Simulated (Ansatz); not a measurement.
A search over several starts for the lowest SCF solution of cis-NiH2(NH3)2 (NiN₂H₈) at the given spin, in a small basis.

```yaml
crystal:
  periodic: [false, false, false]
  atoms:
    - {symbol: Ni, position_ang: [0.723655, 0.745294, 0.030210]}
    - {symbol: H, position_ang: [1.176565, 0.766852, -1.526798]}
    - {symbol: H, position_ang: [0.650957, 1.115499, 1.607333]}
    - {symbol: N, position_ang: [-1.344669, 0.895227, -0.320251]}
    - {symbol: H, position_ang: [-1.914528, 0.605136, 0.473313]}
    - {symbol: H, position_ang: [-1.667864, 0.405800, -1.153834]}
    - {symbol: H, position_ang: [-1.542254, 1.884586, -0.471420]}
    - {symbol: N, position_ang: [0.921416, -1.332195, 0.297612]}
    - {symbol: H, position_ang: [1.890074, -1.496799, 0.571844]}
    - {symbol: H, position_ang: [0.762759, -1.872193, -0.551985]}
    - {symbol: H, position_ang: [0.343888, -1.717193, 1.043976]}
basis:
  gaussian: {orbitals: def2-SVP, initial_orbitals: start.molden}
magnetization: {spin_polarized: true, initial_magnetization: 2}
hamiltonian: {xc: pbe0, dispersion: d4}
output: {orbitals: {seedname: orbitals}}
```

The file start.molden holds the orbitals of an earlier run on this structure, at another level or in another basis.

```sh
$ ansatz run in.yaml --threads 4 --pin off --events-out ev --progress --plain --max-ram 3916MiB
```

It prints (some lines left out):

```
Functional definition: PBE0
1040 factors; integrals over basis functions are off by at most 9.9e-4 eV
mean field evaluation 1: about -44135.1271 eV, gradient 5.8e-1 eV
mean field evaluation 2: about -44135.3974 eV, gradient 3.1e-4 eV
mean field evaluation 4: about -44135.3974 eV, gradient 2.1e-5 eV
mean field evaluation 8: about -44101.4648 eV, gradient 9.5e1 eV
mean field evaluation 16: about -44135.2967 eV, gradient 1.1e0 eV
mean field evaluation 32: about -44135.2886 eV, gradient 1.4e0 eV
mean field -44135.39744623 eV, -1621.9459401022 hartree, gradient 2.1e-5 eV, S^2 2.009700; 7 other end points of the search recorded, 0 dependent functions left out
reference -44135.39749441 eV, -1621.9459418728 hartree; 26, 24 occupied and 73, 75 virtual orbitals, 1040 factors
Total energy: -44135.53805646 eV, -1621.9511074328 hartree
```

Run time 4.1 s (4 threads of Arm Neoverse V2 on a shared host).

The name describes the singlet; other states may take another shape. At PBE0-D4/def2-TZVP a singlet of charge 0 lies 0.60 eV below the triplet, each at its own geometry.
